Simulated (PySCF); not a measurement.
Ga(Me)(Cl) (CH₃ClGa), SMILES [CH3][Ga+][Cl], charge +1. The structure is a stationary point at PBE-D3(BJ)/def2-TZVP. The multiplicity is an assumed one; other spin states were not compared. The isomer is the one that the SMILES or the coordinates give; other isomers of the formula were not compared.

Computed equilibrium geometry at PBE-D3(BJ)/def2-TZVP (PySCF confirms it by a frequency run) as bond lengths and angles, and its point group:
point group C3v.
Atoms: Ga1 C2 H3 H4 H5 Cl6. Bonds (Å): Ga1–C2 1.923, Ga1–Cl6 2.054, C2–H3 1.099, C2–H4 1.099, C2–H5 1.099. Bond angles (°): C2–Ga1–Cl6 180.0, Ga1–C2–H3 107.6, Ga1–C2–H4 107.6, Ga1–C2–H5 107.6, H3–C2–H4 111.3, H3–C2–H5 111.3, H4–C2–H5 111.3.
Charge +1, spin multiplicity 1.
